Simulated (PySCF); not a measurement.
Species: C₄H₉FNSi₂ (doublet state).
Numbering: `[CH3:1][SiH:2][CH2:3][C@:4]([F:5])([SiH3:6])[C:7]#[N:8]` (hydrogens: H9, H10, H11 on C1; H12 on Si2; H13, H14 on C3; H15, H16, H17 on Si6)

Geometry (GFN2-xTB, Å), atoms numbered from 1 in this order:
```xyz
17
C4H9FNSi2 angstrom
C      3.1774   -0.3821   -0.2308
Si     1.4594   -0.4193   -1.0370
C      0.1858    0.3698    0.1656
C     -1.2409    0.0546   -0.2667
F     -1.3693    0.3246   -1.6405
Si    -2.5841    1.1422    0.6214
C     -1.5355   -1.3327   -0.0389
N     -1.7974   -2.4192    0.2099
H      3.9219   -0.8039   -0.8977
H      3.1864   -0.9692    0.6862
H      3.4919    0.6271    0.0191
H      1.0241   -1.7642   -1.4164
H      0.3244   -0.0193    1.1781
H      0.3116    1.4528    0.2181
H     -3.8867    0.7624    0.0899
H     -2.2172    2.5135    0.2772
H     -2.4586    0.8749    2.0527
```

The hyperfine couplings belong to this conformer and change with its torsions.

Method: PySCF 2.14.0, UKS B3LYP, pcH-1 on C F H N Si, non-relativistic, mean-field spin-orbit, GIAO. Isolated species at its GFN2-xTB geometry (one conformer only). Couplings are sensitive to structure, and on GFN2-xTB geometries they can be far from those on DFT ones, by a factor of two or more for some ions and for spin on atoms past the first row. Stability of the SCF solution: not tested.

**Question.** Match the computed a_iso(13C) values +25.4, +15.7, -0.9 MHz with the sites C1; C3; C4.

**Answer.** 
```csv
site,a_iso (MHz),ρ(0) (bohr⁻³),position,distance from Si2 (Å),spin population,largest |T| (MHz)
C1,+25.4,+0.0225,1 bond from Si2,1.90,0.00,8.4
C3,+15.7,+0.0139,1 bond from Si2,1.92,0.00,6.7
C4,-0.9,-0.0008,2 bonds from Si2,2.85,0.00,0.9
```

**Question.** Match the computed a_iso(29Si) values -519.9, -2.3 MHz with the sites Si2; Si6.

**Answer.** 
```tsv
site	a_iso (MHz)	ρ(0) (bohr⁻³)	position	distance from Si2 (Å)	spin population	largest |T| (MHz)
Si2	-519.9	+0.5862	largest spin population	0.00	+0.96	174.3
Si6	-2.3	+0.0026	3 bonds from Si2	4.64	0.00	0.6
```

**Question.** Match the computed a_iso(1H) values +54.9, +39.5, +23.0, +9.9, +0.1 MHz (means over equivalent nuclei) with the sites H9/H10/H11; H12; H13; H14; H15/H16/H17.

**Answer.** 
```tsv
site	a_iso (MHz)	ρ(0) (bohr⁻³)	position	distance from Si2 (Å)	bound to	spin population there	largest |T| (MHz)
H9/H10/H11	+23.0	+0.0052	2 bonds from Si2	2.51	C1	0.00	6.0
H12	+54.9	+0.0123	1 bond from Si2	1.46	Si2	+0.96	9.5
H13	+39.5	+0.0088	2 bonds from Si2	2.52	C3	0.00	3.9
H14	+9.9	+0.0022	2 bonds from Si2	2.53	C3	0.00	6.9
H15/H16/H17	+0.1	0.0000	4 bonds from Si2	5.21	Si6	0.00	1.1
```

ρ(0) is the spin density at the nucleus and T the dipolar tensor; a_iso includes a spin–orbit part; entries for several nuclei are means. The largest Mulliken spin population is on Si2 (+0.96). The angles at Si2 add up to 332.5°, so it is pyramidal.

Class means assume fast exchange of nuclei equivalent by connectivity; if that motion is slow, each nucleus keeps its own coupling. The three 1H nuclei of mean +23.0 MHz run from 1.8 to 63.7 MHz in the frozen geometry.

The run took 2.4 min of wall time (grids of density and orbitals included) on one thread, Arm Neoverse V2 (aarch64), shared host with 96 logical CPUs at a one-minute load of 84, and the process peaked at 1.1 GiB of memory.
